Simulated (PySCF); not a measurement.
**Continuum solvent and chemical shifts**

Numbering as in the mapped SMILES `[CH2:1]=[CH:2][S:3][c:4]1[cH:5][cH:6][cH:7][cH:8][cH:9]1`; H(Xn) means a hydrogen on atom n. Ha(C1) is cis to S3; Hb(C1) is trans to S3.

GIAO PBE0/pcSseg-1 in PySCF 2.14.0 with density-fitted response routines on one PBE0-D3(BJ)/def2-SVP conformer, non-relativistic, equivalent nuclei averaged. Solvents enter as an IEF-PCM continuum (chloroform with ε = 4.7, dichloromethane with ε = 8.9, methanol with ε = 32.6) around the gas-phase geometry. Shifts are referred to TMS, CS2 computed in the same medium.

Gas phase, δ in ppm: C2 146.0, C5/C9 144.5, C4 137.1, C7 135.6, C6/C8 135.1, C1 114.1, S3 100.6, H(C5)/H(C9) 7.77, H(C6)/H(C8) 7.60, H(C7) 7.57, H(C2) 6.35, Hb(C1) 5.22, Ha(C1) 4.08. Dipole moment 1.60 D.

Question: How does each δ change in the continuum?

Answer: 
| atoms | environment | Δδ, chloroform | Δδ, dichloromethane | Δδ, methanol |
| --- | --- | --- | --- | --- |
| C2 | alkene CH | +1.0 | +1.3 | +1.5 |
| C5/C9 | aromatic CH | +0.6 | +0.8 | +0.9 |
| C4 | aromatic carbon bearing sulfur | -0.4 | -0.4 | -0.4 |
| C7 | aromatic CH | +1.8 | +2.2 | +2.6 |
| C6/C8 | aromatic CH | +1.5 | +1.8 | +2.1 |
| C1 | terminal =CH2 carbon | +1.2 | +1.5 | +1.8 |
| S3 | sulfide sulfur | -5.8 | -6.9 | -7.9 |
| H(C5)/H(C9) | hydrogen on an aromatic CH | +0.08 | +0.10 | +0.11 |
| H(C6)/H(C8) | hydrogen on an aromatic CH | +0.19 | +0.23 | +0.27 |
| H(C7) | hydrogen on an aromatic CH | +0.21 | +0.25 | +0.30 |
| H(C2) | hydrogen on an alkene CH | +0.18 | +0.22 | +0.26 |
| Hb(C1) | hydrogen on a terminal =CH2 carbon | +0.16 | +0.20 | +0.23 |
| Ha(C1) | hydrogen on a terminal =CH2 carbon | +0.07 | +0.08 | +0.09 |

Changes are relative to the gas phase. The dipole moment becomes 1.97 D in chloroform, 2.05 D in dichloromethane, 2.12 D in methanol.

Question: Which nuclei move most (in ppm), and what does the model miss?

Answer: S3 (sulfide sulfur, -7.9 ppm) in methanol. A continuum only polarises the solute; specific hydrogen bonds, the anisotropy of aromatic solvents and changes of geometry or conformer are outside it.
